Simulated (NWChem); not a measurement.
System: C₃H₇S, doublet; SMILES C[C](C)S

NWChem input:

```
start job
memory heap 200 mb stack 900 mb global 1100 mb
geometry units angstroms
  C      1.311785    -1.145318     0.069723
  C      0.009220    -0.444045     0.210544
  C     -1.259431    -1.208078     0.076413
  S      0.010427     1.260046    -0.148292
  H      1.440240    -1.575819    -0.930588
  H      1.373653    -1.966372     0.785584
  H      2.136374    -0.458711     0.249079
  H     -2.097539    -0.664533     0.514222
  H     -1.508380    -1.409470    -0.972919
  H     -1.163417    -2.168456     0.581419
  H     -1.246342     1.492793     0.240491
end
basis spherical
  C library 6-31g*
  S library 6-31g*
  H library 6-31g*
end
dft
  odft
  mult 2
  xc xpbe96 cpbe96
  iterations 150
end
driver
  maxiter 150
  tight
end
task dft optimize
```

Parts of the log:

```
             Northwest Computational Chemistry Package (NWChem) 7.3.0
             --------------------------------------------------------

 C1  symmetry detected

                             Geometry "geometry" -> ""
                             -------------------------

 Output coordinates in angstroms (scale by  1.889725989 to convert to a.u.)

  No.       Tag          Charge          X              Y              Z
 ---- ---------------- ---------- -------------- -------------- --------------
    1 C                    6.0000     1.29781802    -1.09729061    -0.02282789
    2 C                    6.0000     0.01099290    -0.37964156     0.17043592
    3 C                    6.0000    -1.27406585    -1.09581469    -0.04620427
    4 S                   16.0000     0.05751378     1.34984176    -0.02809398
    5 H                    1.0000     1.42754757    -1.43611168    -1.05763435
    6 H                    1.0000     1.33147592    -1.98257781     0.61399863
    7 H                    1.0000     2.13657710    -0.45123386     0.22744925
    8 H                    1.0000    -2.10388239    -0.57440901     0.43242245
    9 H                    1.0000    -1.51550314    -1.19255960    -1.11202810
   10 H                    1.0000    -1.20716789    -2.10105286     0.36803784
   11 H                    1.0000    -1.19773803     1.57695789     0.36883532

 Effective nuclear repulsion energy (a.u.)     161.2785789087

                                Z-matrix (autoz)
                                --------

 Units are Angstrom for bonds and degrees for angles

      Type          Name      I     J     K     L     M      Value
      ----------- --------  ----- ----- ----- ----- ----- ----------
    1 Stretch                  1     2                       1.48603
    2 Stretch                  1     5                       1.09656
    3 Stretch                  1     6                       1.09106
    4 Stretch                  1     7                       1.08791
    5 Stretch                  2     3                       1.48701
    6 Stretch                  2     4                       1.74146
    7 Stretch                  3     8                       1.09066
    8 Stretch                  3     9                       1.09710
    9 Stretch                  3    10                       1.08930
   10 Stretch                  4    11                       1.33596
   11 Bend                     1     2     3               119.78887
   12 Bend                     1     2     4               116.20914
   13 Bend                     2     1     5               111.98680
   14 Bend                     2     1     6               110.03863
   15 Bend                     2     1     7               110.54375
   16 Bend                     2     3     8               111.30473
   17 Bend                     2     3     9               111.97394
   18 Bend                     2     3    10               109.63187
   19 Bend                     2     4    11                96.30734
   20 Bend                     3     2     4               118.99819
   21 Bend                     5     1     6               107.24418
   22 Bend                     5     1     7               108.02165
   23 Bend                     6     1     7               108.89235
   24 Bend                     8     3     9               107.52068
   25 Bend                     8     3    10               108.72422
   26 Bend                     9     3    10               107.55247
   27 Torsion                  1     2     3     8         161.39216
   28 Torsion                  1     2     3     9         -78.22330
   29 Torsion                  1     2     3    10          41.06512
   30 Torsion                  1     2     4    11        -173.40279
   31 Torsion                  3     2     1     5          62.62282
   32 Torsion                  3     2     1     6         -56.55759
   33 Torsion                  3     2     1     7        -176.87229
   34 Torsion                  3     2     4    11          31.64583
   35 Torsion                  4     2     1     5         -92.11941
   36 Torsion                  4     2     1     6         148.70018
   37 Torsion                  4     2     1     7          28.38548
   38 Torsion                  4     2     3     8         -44.56467
   39 Torsion                  4     2     3     9          75.81987
   40 Torsion                  4     2     3    10        -164.89171

  pbe96 is a nonlocal functional; adding pw91lda local functional.

                           NWChem Geometry Optimization
                           ----------------------------

 maximum gradient threshold         (gmax) =   0.000015
 rms gradient threshold             (grms) =   0.000010
 maximum cartesian step threshold   (xmax) =   0.000060
 rms cartesian step threshold       (xrms) =   0.000040
 fixed trust radius                (trust) =   0.300000
 source of zmatrix                         =   autoz

          -------------------
          Energy Minimization
          -------------------

 Using diagonal initial Hessian
 Scaling for Hessian diagonals: bonds = 1.00  angles = 0.25  torsions = 0.10

          --------
          Step   0

                                 NWChem DFT Module
                                 -----------------

 Summary of "ao basis" -> "ao basis" (spherical)
 ------------------------------------------------------------------------------
       Tag                 Description            Shells   Functions and Types
 ---------------- ------------------------------  ------  ---------------------
 C                           6-31g*                  6       14   3s2p1d
 S                           6-31g*                  8       18   4s3p1d
 H                           6-31g*                  2        2   2s

            General Information
            -------------------
          SCF calculation type: DFT
          Wavefunction type:  spin polarized.
          No. of atoms     :    11
          No. of electrons :    41
           Alpha electrons :    21
            Beta electrons :    20
          Charge           :     0
          Spin multiplicity:     2
          Use of symmetry is: off; symmetry adaption is: off
          Maximum number of iterations: 150
          AO basis - number of functions:    74
                     number of shells:    40
          Convergence on energy requested:  1.00D-06
          Convergence on density requested:  1.00D-05
          Convergence on gradient requested:  5.00D-04

              XC Information
              --------------
          PerdewBurkeErnzerhof Exchange Functional  1.000
            Perdew 1991 LDA Correlation Functional  1.000 local
           PerdewBurkeErnz. Correlation Functional  1.000 non-local

[...]

      ----------------------
      Optimization converged
      ----------------------

  Step       Energy      Delta E   Gmax     Grms     Xrms     Xmax
  ---- ---------------- -------- -------- -------- -------- --------
@   22    -516.30322409 -7.8D-10  0.00000  0.00000  0.00002  0.00006
                                     ok       ok       ok       ok

                                Z-matrix (autoz)
                                --------

 Units are Angstrom for bonds and degrees for angles

      Type          Name      I     J     K     L     M      Value     Gradient
      ----------- --------  ----- ----- ----- ----- ----- ---------- ----------
    1 Stretch                  1     2                       1.49785    0.00000
    2 Stretch                  1     5                       1.11333   -0.00000
    3 Stretch                  1     6                       1.10561    0.00000
    4 Stretch                  1     7                       1.10420   -0.00000
    5 Stretch                  2     3                       1.49671    0.00000
    6 Stretch                  2     4                       1.76643   -0.00000
    7 Stretch                  3     8                       1.10613    0.00000
    8 Stretch                  3     9                       1.11329   -0.00000
    9 Stretch                  3    10                       1.10525    0.00000
   10 Stretch                  4    11                       1.36233   -0.00000
   11 Bend                     1     2     3               120.52710   -0.00000
   12 Bend                     1     2     4               115.01027    0.00000
   13 Bend                     2     1     5               112.89364    0.00000
   14 Bend                     2     1     6               110.12877   -0.00000
   15 Bend                     2     1     7               111.98540    0.00000
   16 Bend                     2     3     8               112.15893   -0.00000
   17 Bend                     2     3     9               112.72676   -0.00000
   18 Bend                     2     3    10               110.25463   -0.00000
   19 Bend                     2     4    11                97.31959   -0.00000
   20 Bend                     3     2     4               119.78591   -0.00000
   21 Bend                     5     1     6               106.56302   -0.00000
   22 Bend                     5     1     7               107.06182    0.00000
   23 Bend                     6     1     7               107.92873   -0.00000
   24 Bend                     8     3     9               106.69929    0.00000
   25 Bend                     8     3    10               107.73576   -0.00000
   26 Bend                     9     3    10               106.98317    0.00000
   27 Torsion                  1     2     3     8         159.80126   -0.00000
   28 Torsion                  1     2     3     9         -79.73690   -0.00000
   29 Torsion                  1     2     3    10          39.74278   -0.00000
   30 Torsion                  1     2     4    11        -173.69116    0.00000
   31 Torsion                  3     2     1     5          73.11121   -0.00000
   32 Torsion                  3     2     1     6         -45.85870   -0.00000
   33 Torsion                  3     2     1     7        -165.96096    0.00000
   34 Torsion                  3     2     4    11          30.40606    0.00000
   35 Torsion                  4     2     1     5         -82.59809   -0.00000
   36 Torsion                  4     2     1     6         158.43199   -0.00000
   37 Torsion                  4     2     1     7          38.32974   -0.00000
   38 Torsion                  4     2     3     8         -45.63718   -0.00000
   39 Torsion                  4     2     3     9          74.82466   -0.00000
   40 Torsion                  4     2     3    10        -165.69566   -0.00000

                         Geometry "geometry" -> "geometry"
                         ---------------------------------

 Output coordinates in angstroms (scale by  1.889725989 to convert to a.u.)

  No.       Tag          Charge          X              Y              Z
 ---- ---------------- ---------- -------------- -------------- --------------
    1 C                    6.0000     1.31187147    -1.09034503    -0.02794456
    2 C                    6.0000     0.00707047    -0.37855845     0.15758323
    3 C                    6.0000    -1.28826484    -1.10810795    -0.01561600
    4 S                   16.0000     0.06886322     1.36985285    -0.08634271
    5 H                    1.0000     1.53671284    -1.31128119    -1.09571454
    6 H                    1.0000     1.29296575    -2.06272148     0.49789709
    7 H                    1.0000     2.16128578    -0.50632352     0.36787444
    8 H                    1.0000    -2.12875323    -0.59014098     0.48319838
    9 H                    1.0000    -1.57516834    -1.22728260    -1.08467938
   10 H                    1.0000    -1.21586695    -2.12371513     0.41435877
   11 H                    1.0000    -1.20714818     1.64473145     0.30377610

 Effective nuclear repulsion energy (a.u.)     159.2812332868

                Final and change from initial internal coordinates
                --------------------------------------------------

                                Z-matrix (autoz)
                                --------

 Units are Angstrom for bonds and degrees for angles

      Type          Name      I     J     K     L     M      Value       Change
      ----------- --------  ----- ----- ----- ----- ----- ---------- ----------
    1 Stretch                  1     2                       1.49785    0.01182
    2 Stretch                  1     5                       1.11333    0.01676
    3 Stretch                  1     6                       1.10561    0.01455
    4 Stretch                  1     7                       1.10420    0.01629
    5 Stretch                  2     3                       1.49671    0.00969
    6 Stretch                  2     4                       1.76643    0.02496
    7 Stretch                  3     8                       1.10613    0.01547
    8 Stretch                  3     9                       1.11329    0.01619
    9 Stretch                  3    10                       1.10525    0.01595
   10 Stretch                  4    11                       1.36233    0.02637
   11 Bend                     1     2     3               120.52710    0.73822
   12 Bend                     1     2     4               115.01027   -1.19887
   13 Bend                     2     1     5               112.89364    0.90684
   14 Bend                     2     1     6               110.12877    0.09015
   15 Bend                     2     1     7               111.98540    1.44164
   16 Bend                     2     3     8               112.15893    0.85420
   17 Bend                     2     3     9               112.72676    0.75282
   18 Bend                     2     3    10               110.25463    0.62276
   19 Bend                     2     4    11                97.31959    1.01225
   20 Bend                     3     2     4               119.78591    0.78772
   21 Bend                     5     1     6               106.56302   -0.68116
   22 Bend                     5     1     7               107.06182   -0.95983
   23 Bend                     6     1     7               107.92873   -0.96362
   24 Bend                     8     3     9               106.69929   -0.82140
   25 Bend                     8     3    10               107.73576   -0.98846
   26 Bend                     9     3    10               106.98317   -0.56930
   27 Torsion                  1     2     3     8         159.80126   -1.59090
   28 Torsion                  1     2     3     9         -79.73690   -1.51360
   29 Torsion                  1     2     3    10          39.74278   -1.32234
   30 Torsion                  1     2     4    11        -173.69116   -0.28838
   31 Torsion                  3     2     1     5          73.11121   10.48839
   32 Torsion                  3     2     1     6         -45.85870   10.69889
   33 Torsion                  3     2     1     7        -165.96096   10.91133
   34 Torsion                  3     2     4    11          30.40606   -1.23978
   35 Torsion                  4     2     1     5         -82.59809    9.52132
   36 Torsion                  4     2     1     6         158.43199    9.73182
   37 Torsion                  4     2     1     7          38.32974    9.94426
   38 Torsion                  4     2     3     8         -45.63718   -1.07251
   39 Torsion                  4     2     3     9          74.82466   -0.99520
   40 Torsion                  4     2     3    10        -165.69566   -0.80395

[...]
```

Level: PBE/6-31G* (spherical d), spin-unrestricted. No stability test was run on the SCF state.
